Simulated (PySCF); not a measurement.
C2H7FOSi.

```xyz
12

Si    -0.4391     0.3661     0.2423
O     -1.1980    -1.0113     0.7557
F     -1.3944     1.1495    -0.8185
C      1.1696     0.0133    -0.6310
C      2.1764    -0.7557     0.2218
H     -0.2967     1.2154     1.4488
H     -1.3483    -1.7032     0.1051
H      0.9358    -0.5396    -1.5588
H      1.5903     0.9779    -0.9654
H      2.4519    -0.1932     1.1281
H      3.1065    -0.9623    -0.3294
H      1.7651    -1.7209     0.5558
```
Charge 0, spin multiplicity 1.

The structure is a stationary point at PBE0-D3(BJ)/def2-SVP. This is a generated structure with no PubChem entry under its InChIKey; it may be hypothetical. The values are those of a single conformer.

Method: PBE0/pcSseg-1 run with PySCF. Non-relativistic, no solvent.

Computed absolute GIAO shielding of each atom: isotropic value and principal components (ppm):
| atom | σ(iso) | σ11 | σ22 | σ33 | span |
|---|---|---|---|---|---|
| Si1 | 353.3 | 333.7 | 337.8 | 388.2 | 54.5 |
| O2 | 277.9 | 240.6 | 285.7 | 307.2 | 66.6 |
| F3 | 323.6 | 256.5 | 339.9 | 374.5 | 118.0 |
| C4 | 174.3 | 169.7 | 172.7 | 180.5 | 10.8 |
| C5 | 177.8 | 171.0 | 176.1 | 186.2 | 15.2 |
| H6 | 26.6 | 23.6 | 23.9 | 32.2 | 8.6 |
| H7 | 29.7 | 23.0 | 24.3 | 41.7 | 18.7 |
| H8 | 30.8 | 26.6 | 29.4 | 36.4 | 9.8 |
| H9 | 30.7 | 25.8 | 29.3 | 36.9 | 11.1 |
| H10 | 30.4 | 26.1 | 28.2 | 36.9 | 10.8 |
| H11 | 30.1 | 25.2 | 27.5 | 37.5 | 12.4 |
| H12 | 30.4 | 25.5 | 29.5 | 36.3 | 10.8 |
